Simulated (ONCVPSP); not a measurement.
# Which change was made? (C, ONCV)

ONCVPSP 4.0.1 input, shortened (lines: element, Z, core and valence counts, functional; n l f; lmax; l rc ep ncon nbas qcut; lloc lpopt rc5 dvloc0; l nproj debl; icmod fcfact rcfact), PBE, scalar-relativistic:

```
  C 6.00    1    2        4      upf
    1    0    2.00
    2    0    2.00
    2    1    1.00
    1
    0    1.00    0.00    4    7    5.20
    1    2.35    0.00    3    8    5.60
    4    3    1.00    1.00
    0    3    2.80
    1    3    0.40
    0    0.00    0.00
```

In the p channel the program set the typed energies aside and used -0.625, 0.250, 0.650 Ha.

Cutoffs, loose and tight: the cutoffs (Ha) at which the residual kinetic energy of the hardest occupied pseudo-wave falls to 1 and 0.1 mHa per electron. They do not see the model core or the augmentation charge, which bear on the density cutoff. Test errors are all-electron minus pseudo excitation energies from the reference, over the configurations 2s2 2p2; 2s2 2p0; 2s1 2p0; 2s1 2p3; variants that change the core or the reference have their own tests.

The base gives: outcome: generated, projector energies reset by the program; cutoff, loose: 41 Ha; cutoff, tight: 103 Ha; bound ghosts: s; GHOST(+) flags above zero: s; largest test error (meV): +721.

Task: After one change the result is: outcome: generated, projector energies reset by the program; cutoff, loose: 41 Ha; cutoff, tight: 103 Ha; bound ghosts: s, p; GHOST(+) flags above zero: s, p; largest test error (meV): +1287. Which change was it?
A. p: qcut 4.4
B. p: qcut 3.8
C. p: qcut 8.3

Result: B. The others give: p: qcut 4.4 → outcome: generated, projector energies reset by the program; cutoff, loose: 41 Ha; cutoff, tight: 103 Ha; bound ghosts: s; GHOST(+) flags above zero: s, p; largest test error (meV): +1031 | p: qcut 8.3 → outcome: generated, projector energies reset by the program; cutoff, loose: 41 Ha; cutoff, tight: 103 Ha; bound ghosts: s; GHOST(+) flags above zero: s; largest test error (meV): +441.
